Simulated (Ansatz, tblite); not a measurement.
Cost and result up the ladder for the cluster Hg2S2 (the lowest singlet isomer of a short search) (4 atoms). Charge 0, multiplicity 1. Geometry: r2SCAN-D4/def2-SVP.

| atom | x (Å) | y (Å) | z (Å) |
| --- | --- | --- | --- |
| Hg1 | -0.129 | 1.281 | -0.651 |
| Hg2 | 0.129 | -1.281 | 0.651 |
| S3 | -1.238 | 0.652 | 1.527 |
| S4 | 1.238 | -0.652 | -1.527 |

Ansatz on 4 threads of Arm Neoverse V2 on a shared host; xTB runs through tblite on one thread. Times are rough, summed over both states, and most runs start from the orbitals of an earlier one. PBE-QIDH/def2-TZVP serves as the yardstick here, not as an exact answer. The other state is a quintet at its own geometry.

In the def2 sets Hg takes a core potential; there is no spin–orbit coupling. The xTB rows come from tblite. Correlated methods freeze 10 core orbitals; core or outer-core shells of Hg are correlated, in sets that lack core-valence functions. The structure comes from a short search, and lower isomers may exist.

xTB has no spin-polarisation term.

```tsv
level	functions	wall time	quintet − singlet (eV)	difference from PBE-QIDH/def2-TZVP (eV)
GFN1-xTB	26	0.004 s	3.95	1.67
GFN2-xTB	26	0.005 s	2.76	0.48
LDA (SPW92)/def2-TZVP	160	2.5 s	2.37	0.09
PBE-D4/def2-TZVP	160	4.7 s	1.92	-0.36
RPA@PBE/def2-TZVP	160	8.9 s	1.85	-0.43
PBE-QIDH/def2-TZVP	160	12 s	2.28	0.00
r2SCAN-D4/def2-TZVP	160	14 s	1.80	-0.48
ωB97X-V/def2-TZVP (with forces)	160	42 s	2.24	-0.04
B97M-V/def2-TZVP	160	43 s	2.15	-0.13
```
